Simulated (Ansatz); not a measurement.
GeH7NSi2, SMILES `[SiH3][N]([SiH3])[GeH]` from Hartree–Fock to CCSD(T)

Z-matrix (Å, degrees):
```
Si
N 1 1.747
H 1 1.484 2 111.1
H 1 1.492 2 108.1 3 119.0
H 1 1.484 2 111.1 3 -122.0
Si 2 1.740 1 120.8 3 -119.3
Ge 2 1.853 1 118.8 3 60.8
H 6 1.487 2 110.9 1 59.9
H 6 1.486 2 107.9 1 179.9
H 6 1.487 2 110.9 1 -60.1
H 7 1.611 2 92.5 1 -0.0
```

The species carries charge 0 and has multiplicity 1. Correlated methods include outer-core shells of Ge, which these sets cover unevenly. Scalar relativity is left out up to krypton. The geometry is a stationary point of PBE0-D4/def2-TZVP. Frozen core, restricted reference, the Gaussian-basis code of Ansatz.

| basis | HF (Eh) | MP2 corr. |
| --- | --- | --- |
| def2-SVP | -2711.29512 | -0.58597 |
| def2-TZVPP | -2711.83686 | -0.70103 |
| def2-QZVPP | -2711.90043 | -0.99845 |

Question: Estimate the CCSD correlation energy and the (T) correction in each basis where they were run (hartree).

Answer: 
```tsv
basis	CCSD corr.	(T)
def2-SVP	-0.63723	-0.01941
def2-TZVPP	-0.74957	-0.02939
```
